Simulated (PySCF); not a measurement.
Geometry:
```csv
atom,x (Å),y (Å),z (Å)
C1,-2.879,-0.163,-2.765
C2,-2.113,-0.468,-1.875
C3,-1.194,-0.802,-0.801
C4,-1.818,-0.735,0.579
C5,-1.283,0.073,1.504
C6,-0.078,0.910,1.162
Si7,0.279,0.397,-0.624
O8,1.673,-0.498,-0.791
C9,2.971,0.021,-0.764
H10,-3.556,0.102,-3.555
H11,-0.774,-1.810,-0.986
H12,-2.701,-1.347,0.790
H13,-1.718,0.130,2.508
H14,0.773,0.684,1.829
H15,-0.286,1.987,1.281
H16,0.291,1.526,-1.600
H17,3.226,0.457,0.221
H18,3.684,-0.793,-0.965
H19,3.122,0.803,-1.531
```

Geometry: PBE0-D3(BJ)/def2-SVP; GIAO absolute shieldings from PySCF 2.14, gas phase, non-relativistic, averaged over equivalent atoms.

At HF/pcSseg-1 (210 basis functions, 47 s wall time on 1 thread of an Intel Xeon, shared host):
```tsv
atoms	σ (ppm)
C4	49.4
C5	51.6
C2	104.8
C1	114.3
C9	143.0
C3	177.0
C6	178.3
Si7	372.0
O8	343.5
H13	25.73
H12	25.73
H16	27.10
H17/H18/H19	28.26
H10	29.32
H11	29.49
H15	30.57
H14	30.59
```

Estimate the result of repeating the calculation with PBE0/pcSseg-1.

## Answers


```csv
atoms,σ at PBE0/pcSseg-1,change
C4,43.0,-6.4
C5,44.4,-7.2
C2,98.4,-6.4
C1,111.2,-3.1
C9,131.4,-11.6
C3,160.9,-16.1
C6,166.1,-12.2
Si7,320.1,-51.9
O8,315.7,-27.8
H13,25.28,-0.45
H12,25.29,-0.44
H16,26.07,-1.03
H17/H18/H19,27.64,-0.62
H10,29.43,+0.11
H11,28.56,-0.93
H15,29.82,-0.75
H14,29.84,-0.75
```

The largest change is at Si7 (silicon bonded to 2 C, O, H, in a 5-membered ring). Cost: 210 basis functions, 110 s wall time on 1 thread of an Intel Xeon, shared host. The order of the carbon signals is the same at both levels.
